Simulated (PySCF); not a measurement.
Ne+ (neon, charge +1) across methods

[He] 2s1 2p5 3d1, one real determinant (an excited configuration). Computed with PySCF 2.14 in aug-cc-pVQZ, with the non-relativistic Hamiltonian (point nucleus).

```csv
method,E (hartree),mean ε 2p α (eV),mean ε 2p β (eV),mean ε 3d α (eV),Σ⟨r²⟩ (bohr²),⟨S²⟩
LDA,-125.1125,-45.113,-40.499,2.508,11.57,3.751
BHandHLYP,-125.7903,-51.988,-45.444,0.963,11.54,3.752
M06,-125.8213,-48.596,-43.244,1.601,11.57,3.751
r2SCAN,-125.7901,-46.334,-41.078,2.299,11.57,3.751
BLYP,-125.8814,-44.884,-40.605,2.258,11.59,3.751
B3LYP,-125.8529,-47.900,-42.732,1.611,11.56,3.751
UHF,-125.40754,-58.361,-48.805,-0.123,11.52,3.753
PBE,-125.7712,-45.013,-40.494,2.202,11.59,3.751
PBE0,-125.7443,-48.564,-42.941,1.522,11.56,3.751
```

⟨L²⟩ = 8.00 against 12 for a pure F term, so this real determinant mixes terms. The outer electron is Rydberg-like, and this basis confines it to a smaller radius and binds it less than a complete one would.

The highest occupied level is positive at LDA, BHandHLYP, M06, r2SCAN, BLYP, B3LYP, PBE, PBE0: only the finite basis holds that electron, which in a density functional comes from self-interaction.
